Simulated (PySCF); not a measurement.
C2H10O2Si2, SMILES C[C@H]([SiH2]O)O[SiH3]. Coordinates come from a PBE-D3(BJ)/def2-SVP optimisation. The structure was generated by enumeration; whether it is a known compound was not checked. One conformer was computed; it need not be the lowest.

### Question
Give the equilibrium geometry at PBE-D3(BJ)/def2-SVP (PySCF confirms it by a frequency run) as a Z-matrix. (The exact figures need the calculation; the answer reports its results.)

### Answer
One answer among several that fit: 
```
C
H 1 1.1168
O 1 1.4570 2 110.19
C 1 1.5247 2 110.00 3 121.56
H 4 1.1090 1 110.40 2 177.91
H 4 1.1091 5 108.08 1 121.10
H 4 1.1102 5 108.13 6 116.79
Si 3 1.6899 1 121.07 2 23.53
H 8 1.4981 3 105.75 1 178.92
H 8 1.5068 9 110.54 3 -119.79
H 8 1.5071 9 110.36 10 -119.83
Si 1 1.9200 2 110.99 3 -111.03
O 12 1.6827 1 104.31 2 159.87
H 13 0.9798 12 107.37 1 -32.56
H 12 1.5015 13 108.13 14 -153.24
H 12 1.5079 15 109.68 13 123.75
```
